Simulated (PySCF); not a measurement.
PySCF input for CH7NOSi2, SMILES O1[SiH2]CN[SiH2]1, PBE/pcSseg-1. Geometry: TPSSh-D3(BJ)/def2-SVP. The structure was generated by enumeration, and PubChem lists no compound with its InChIKey, so it may never have been made. Other conformers were not sampled.

```python
import numpy as np
from pyscf import gto, scf, dft
from pyscf.prop.nmr import rks as nmr

mol = gto.M(
    atom='''
    C     1.29064126   -0.88215270   -0.17095198
    N     1.31434437    0.53395492    0.21856393
    Si   -0.18832617    1.29316785    0.64698912
    O    -1.25648339    0.17169874   -0.00367480
    Si   -0.53099601   -1.18807728   -0.67556883
    H     1.96747591   -1.07041733   -1.02474692
    H     1.60406505   -1.56512013    0.64497946
    H     2.23260452    0.92113377    0.41880775
    H    -0.33570301    2.63811574    0.02960027
    H    -0.47086672    1.42752529    2.10454822
    H    -0.71830406   -1.20849647   -2.15077342
    H    -1.10115224   -2.43236702   -0.09713664
    ''',
    basis='pcSseg-1',
    charge=0,
    spin=0,
    max_memory=1600,
    verbose=3,
)
mf = dft.RKS(mol, xc='pbe')
mf.grids.level = 3
mf.conv_tol = 1e-10
mf.max_cycle = 100
mf.kernel()
n = nmr.NMR(mf)
n.verbose = 2
n.max_cycle_cphf = 60
sigma = n.kernel()
print('atom   isotropic/ppm   span/ppm')
for i, s in enumerate(sigma):
    w = np.linalg.eigvalsh((s + s.T) / 2)
    print(f'{mol.atom_symbol(i):2s}{i + 1:3d} {w.mean():14.3f} {w[2] - w[0]:11.3f}')
```

Output:

```
converged SCF energy = -750.825587476798
atom   isotropic/ppm   span/ppm
C   1        149.837      59.538
N   2        242.310     121.408
Si  3        347.624      89.112
O   4        300.635     129.567
Si  5        338.883     117.633
H   6         28.361      10.831
H   7         28.386      12.653
H   8         31.103      21.354
H   9         25.695       9.230
H  10         25.644       8.947
H  11         25.972       8.973
H  12         25.910       8.037
```

The run converged.
